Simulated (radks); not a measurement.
The numbers below are computed, except where a source is named.
Ce II, 57 electrons, occupied as [Xe] 4f1 5d2.

Code: a radial shooting solver on a logarithmic mesh with Libxc functionals. Model: scalar-relativistic Kohn-Sham, SOGGA, spin-unpolarised, spherical densities, point nucleus.

Energy parts (eV):
part                      energy
total                 -240995.94
kinetic                255433.88
electron-nucleus      -583676.98
Hartree                 92835.03
exchange-correlation    -5587.87

Orbitals (lengths in bohr, moments of r in powers of bohr):
| orbital | occ. | eigenvalue (eV) | <r^2> |
|---|---|---|---|
| 1s | 2 | -40256.43 | 0.0008212 |
| 2s | 2 | -6448.890 | 0.01307 |
| 2p | 6 | -5776.761 | 0.01042 |
| 3s | 2 | -1391.342 | 0.08879 |
| 3p | 6 | -1177.598 | 0.08880 |
| 3d | 10 | -873.7887 | 0.07584 |
| 4s | 2 | -284.3217 | 0.4584 |
| 4p | 6 | -214.5332 | 0.5178 |
| 4d | 10 | -114.0865 | 0.6425 |
| 4f | 1 | -9.1369 | 1.655 |
| 5s | 2 | -44.3626 | 2.605 |
| 5p | 6 | -27.1233 | 3.551 |
| 5d | 2 | -7.0943 | 9.522 |

The highest occupied level is 5d at -7.094 eV. For comparison, the ionisation energy in NIST's Atomic Spectra Database is 10.96 eV (semi-empirical). In exact Kohn-Sham theory the highest level is minus the ionisation energy, but local and semilocal functionals leave it too shallow, through self-interaction and a potential that decays too fast; potentials with the right tail come closer.

Beside tabulated values, note that spin-unpolarised runs miss the spin-polarisation part of the exchange energy of open shells.
